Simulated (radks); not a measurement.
Results of a calculation; reference values are marked as such.
Question: All-electron atom: the xenon ion Xe3+ in [Kr] 4d9 5s2 5p3 5d1 (not the ground configuration). Code: a radial shooting solver on a logarithmic mesh with Libxc functionals. Model: Dirac Kohn-Sham, revPBE, spin-unpolarised, spherical densities, finite nucleus; open shells fill j = l - 1/2 first; Fermi nuclear charge, rms radius 4.7859 fm. Some entries of the table are withheld. Estimate them.

| orbital | occ. | eigenvalue (eV) | <r^2> (bohr^2) |
|---|---|---|---|
| 1s1/2 | 2 | -34392.88 | 0.0009637 |
| 2s1/2 | 2 | -5391.023 | 0.01543 |
| 2p1/2 | 2 | -5067.531 | 0.01139 |
| 2p3/2 | 4 | -4742.926 | 0.01267 |
| 3s1/2 | 2 | -1139.829 | 0.1071 |
| 3p1/2 | 2 | (1) | 0.1019 |
| 3p3/2 | 4 | (2) | 0.1098 |
| 3d3/2 | 4 | (3) | 0.09182 |
| 3d5/2 | 6 | (4) | 0.09412 |
| 4s1/2 | 2 | -241.7999 | 0.5732 |
| 4p1/2 | 2 | -193.9603 | 0.6228 |
| 4p3/2 | 4 | -181.4446 | 0.6683 |
| 4d3/2 | 4 | (5) | 0.8408 |
| 4d5/2 | 5 | (6) | 0.8601 |
| 5s1/2 | 2 | -54.3714 | 3.213 |
| 5p1/2 | 2 | -41.5921 | (7) |
| 5p3/2 | 1 | -39.6917 | (8) |
| 5d3/2 | 1 | (9) | 7.612 |
| 5d5/2 | 0 | (10) | 7.754 |

Answer: 
(1) 3p1/2 eigenvalue (eV): -1005.442
(2) 3p3/2 eigenvalue (eV): -943.7355
(3) 3d3/2 eigenvalue (eV): -707.5116
(4) 3d5/2 eigenvalue (eV): -694.4651
(5) 4d3/2 eigenvalue (eV): -103.6808
(6) 4d5/2 eigenvalue (eV): -101.6035
(7) 5p1/2 <r^2> (bohr^2): 3.998
(8) 5p3/2 <r^2> (bohr^2): 4.275
(9) 5d3/2 eigenvalue (eV): -22.2587
(10) 5d5/2 eigenvalue (eV): -22.0373
